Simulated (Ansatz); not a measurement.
System: Si2H3, charge 0, doublet. Si2H3 (SMILES [Si][SiH3], doublet).
B3LYP-D3(BJ)/def2-TZVP minimum from Ansatz (an electronic-structure program):
```
Si
H 1 1.4873
H 1 1.4873 2 107.70
H 1 1.4953 2 107.53 3 115.62
Si 1 2.3820 2 116.12 3 -132.15
```
Charge 0, spin multiplicity 2.

Property: atomisation energy (electronic, to ground-state atoms), in kcal/mol. Open shells are spin-unrestricted; no spin-orbit coupling. CBS(X,Y): correlation extrapolated as X^-3, Hartree-Fock from the larger set. A bracket is a step between two methods taken in the basis named. Functionals run without relativity, which enters their misses. Double hybrids freeze cores in their MP2 part. 'core' is core correlation in cc-pwCVTZ (1s frozen past Ne), 'X2C' scalar relativity in cc-pVTZ-DK, both at CCSD(T). Where a partner has so few electrons that a lower coupled-cluster level is exact, that level stands in. The UHF reference of H3Si2 ([Si][SiH3], doublet) is spin-contaminated (<S^2> up to 0.28 over the pure value in the sets run).

CCSD(T)/CBS(cc-pV(T+d)Z,cc-pV(Q+d)Z) + [CCSDT(Q) - CCSD(T)]/cc-pV(T+d)Z + core + X2C (Ansatz) gives 287.5 kcal/mol.

**Question.** How far off this value is PBE/def2-TZVPD (Ansatz), in which direction, and how far these levels: r2SCAN/def2-TZVPD, B3LYP/def2-TZVPD, PBE0/def2-TZVPD, B2PLYP/def2-TZVPD, CCSD(T)/CBS(cc-pV(T+d)Z,cc-pV(Q+d)Z) + core + X2C?

**Answer.** PBE gives 282.7 kcal/mol, 4.8 kcal/mol below it. Differences of the others: r2SCAN/def2-TZVPD (Ansatz) -0.9; B3LYP/def2-TZVPD (Ansatz) -2.2; PBE0/def2-TZVPD (Ansatz) -5.3; B2PLYP/def2-TZVPD (Ansatz) -6.5; CCSD(T)/CBS(cc-pV(T+d)Z,cc-pV(Q+d)Z) + core + X2C (Ansatz) -0.4 kcal/mol.
